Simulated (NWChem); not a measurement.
Species: C$_{2}$H$_{4}$BFO$_{2}$; SMILES C=C(F)B(O)O

```xyz
10

C     -1.2478    -1.4982     0.0000
C     -0.1294    -0.7760     0.0000
F      1.0731    -1.4052     0.0000
B      0.0091     0.7924     0.0000
O     -1.1087     1.5563     0.0000
O      1.2431     1.3597     0.0000
H     -1.2277    -2.5910     0.0000
H     -2.2080    -0.9805     0.0000
H     -0.8993     2.4969     0.0000
H      1.9342     0.6869     0.0000
```
Atoms are numbered in this order, from 1.

Results from NWChem. Geometry: optimised at PBE0/def2-SVP. GIAO values for the isolated, static molecule; σ is the absolute isotropic shielding, δ = σ(reference) − σ with the isolated reference molecule computed at the same levels (11B: boron trifluoride, 13C: tetramethylsilane, 19F: trichlorofluoromethane, 1H: tetramethylsilane, 17O: water).

For level PBE/pcSseg-1:

* **δ F3 (ppm)**: -117.9
* **δ B4 (ppm)**: 11.6
* **δ O6 (ppm)**: 127.4
* **δ H8 (ppm)**: 5.47

Question: Estimate the same quantities for level PBE0/pcSseg-1.

Answer: The δ F3 (ppm) comes out as -113.4 and the δ B4 (ppm) is 12.6. The δ O6 (ppm) is 117.2 and the δ H8 (ppm) is 5.65.
